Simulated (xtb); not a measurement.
H3BN, charge +2, doublet, at a GFN2-xTB geometry of the parent state (a state made from the parent by changing its charge; the spin is typed, not shown lowest); xtb with GFN2-xTB.

xtb was given this input:
```
$ xtb mol.xyz --gfn 2 --chrg 2 --uhf 1 --json

# file mol.xyz
5

B      0.72191147    -0.07271956     0.28604142
N     -0.47574358     0.04792259    -0.18850285
H      1.78645177    -0.17995280     0.70784191
H     -0.95409398     0.93158201    -0.39777808
H     -1.11171008    -0.72348951    -0.42075099
```

What the program printed (banner, timings and long lists left out):

```
   ID    Z sym.   atoms
    1    5 B      1
    2    7 N      2
    3    1 H      3-5

           -------------------------------------------------
          |                Calculation Setup                |
           -------------------------------------------------

           -------------------------------------------------
          |                 G F N 2 - x T B                 |
           -------------------------------------------------

          ...................................................
          :                      SETUP                      :
          :.................................................:
          :  # basis functions                  11          :
          :  # atomic orbitals                  11          :
          :  # shells                            7          :
          :  # electrons                         9          :
          :  max. iterations                   250          :
          :  Hamiltonian                  GFN2-xTB          :
          :  restarted?                      false          :
          :  GBSA solvation                  false          :
          :  PC potential                    false          :
          :  electronic temp.          300.0000000     K    :
          :  accuracy                    1.0000000          :
          :  -> integral cutoff          0.2500000E+02      :
          :  -> integral neglect         0.1000000E-07      :
          :  -> SCF convergence          0.1000000E-05 Eh   :
          :  -> wf. convergence          0.1000000E-03 e    :
          :  Broyden damping             0.4000000          :
          :  net charge                          2          :
          :  unpaired electrons                  1          :
          ...................................................

 iter      E             dE          RMSdq      gap      omega  full diag
   1     -3.5263233 -0.352632E+01  0.161E+01    3.92       0.0  T
   2     -3.7010821 -0.174759E+00  0.103E+01    4.81       1.0  T
   3     -4.3443080 -0.643226E+00  0.539E+00    4.46       1.0  T
   4     -4.1799807  0.164327E+00  0.812E+00    4.24       1.0  T
   5     -4.2122084 -0.322277E-01  0.603E+00    4.55       1.0  T
   6     -4.3459088 -0.133700E+00  0.352E+00    4.75       1.0  T
   7     -4.3702173 -0.243085E-01  0.280E+00    4.81       1.0  T
   8     -4.3703977 -0.180335E-03  0.236E+00    4.88       1.0  T
   9     -4.3842484 -0.138508E-01  0.164E+00    4.94       1.0  T
  10     -4.3799883  0.426017E-02  0.223E+00    4.89       1.0  T
  11     -4.3839103 -0.392203E-02  0.186E+00    5.05       1.0  T
  12     -4.3910499 -0.713959E-02  0.132E-01    5.01       1.0  T
  13     -4.3892288  0.182108E-02  0.959E-01    5.03       1.0  T
  14     -4.3907811 -0.155226E-02  0.387E-01    5.02       1.0  T
  15     -4.3909003 -0.119186E-03  0.302E-01    5.01       1.0  T
  16     -4.3910484 -0.148174E-03  0.111E-01    5.01       1.0  T
  17     -4.3910668 -0.183207E-04  0.540E-02    5.00       1.0  T
  18     -4.3910727 -0.598635E-05  0.109E-02    5.00       4.1  T
  19     -4.3910730 -0.217378E-06  0.660E-03    5.00       6.8  T
  20     -4.3910730 -0.843444E-07  0.696E-04    5.00      64.3  T
  21     -4.3910730 -0.144085E-08  0.426E-04    5.00     105.0  T

   *** convergence criteria satisfied after 21 iterations ***

         :::::::::::::::::::::::::::::::::::::::::::::::::::::
         ::                     SUMMARY                     ::
         :::::::::::::::::::::::::::::::::::::::::::::::::::::
         :: total energy              -4.298395029976 Eh    ::
         :: gradient norm              0.106184517984 Eh/a0 ::
         :: HOMO-LUMO gap              5.003164309163 eV    ::
         ::.................................................::
         :: SCC energy                -4.391073037326 Eh    ::
         :: -> isotropic ES            0.549078412743 Eh    ::
         :: -> anisotropic ES         -0.035782143560 Eh    ::
         :: -> anisotropic XC          0.008188252268 Eh    ::
         :: -> dispersion             -0.000484732665 Eh    ::
         :: repulsion energy           0.092678007350 Eh    ::
         :: add. restraining           0.000000000000 Eh    ::
         :: total charge               2.000000000000 e     ::
         :::::::::::::::::::::::::::::::::::::::::::::::::::::

           -------------------------------------------------
          |                Property Printout                |
           -------------------------------------------------

    * Orbital Energies and Occupations

         #    Occupation            Energy/Eh            Energy/eV
      -------------------------------------------------------------
         1        2.0000           -1.2117868             -32.9744
         2        2.0000           -1.1187077             -30.4416
         3        2.0000           -1.1166472             -30.3855
         4        1.8939           -1.0759028             -29.2768
         5        1.1061           -1.0718541             -29.1666 (HOMO)
         6                         -0.8879912             -24.1635 (LUMO)
         7                         -0.8356559             -22.7394
         8                         -0.5219511             -14.2030
         9                         -0.3173274              -8.6349
        10                         -0.3061234              -8.3300
        11                          0.3176213               8.6429
      -------------------------------------------------------------
                  HL-Gap            0.1838629 Eh            5.0032 eV
             Fermi-level           -1.0269006 Eh          -27.9434 eV

     #   Z          covCN         q      C6AA      α(0)
     1   5 B        1.785     0.503    30.300    11.598
     2   7 N        2.559     0.033    20.699     6.757
     3   1 H        0.945     0.521     0.308     0.867
     4   1 H        0.859     0.471     0.369     0.951
     5   1 H        0.859     0.471     0.369     0.951

 Mol. C6AA /au·bohr⁶  :        137.163417
 Mol. C8AA /au·bohr⁸  :       3803.859073
 Mol. α(0) /au        :         21.124372

Wiberg/Mayer (AO) data.
largest (>0.10) Wiberg bond orders for each atom

 ---------------------------------------------------------------------------
     #   Z sym  total        # sym  WBO       # sym  WBO       # sym  WBO
 ---------------------------------------------------------------------------
     1   5 B    2.863 --     2 N    2.199     3 H    0.507
     2   7 N    3.587 --     1 B    2.199     4 H    0.678     5 H    0.678
     3   1 H    0.550 --     1 B    0.507
     4   1 H    0.774 --     2 N    0.678
     5   1 H    0.774 --     2 N    0.678
 ---------------------------------------------------------------------------

Topologies differ in total number of bonds
Writing topology from bond orders to xtbtopo.mol

molecular dipole:
                 x           y           z       tot (Debye)
 q only:        0.577      -0.058       0.229
   full:        0.988      -0.100       0.391       2.713
molecular quadrupole (traceless):
                xx          xy          yy          xz          yz          zz
 q only:        8.488      -1.257      -3.671       6.244      -0.580      -4.817
  q+dip:       11.009      -1.624      -4.696       8.129      -0.754      -6.313
   full:        9.373      -1.354      -3.674       7.071      -0.647      -5.699

           -------------------------------------------------
          | TOTAL ENERGY               -4.298395029976 Eh   |
          | GRADIENT NORM               0.106184517984 Eh/α |
          | HOMO-LUMO GAP               5.003164309163 eV   |
           -------------------------------------------------

normal termination of xtb
```
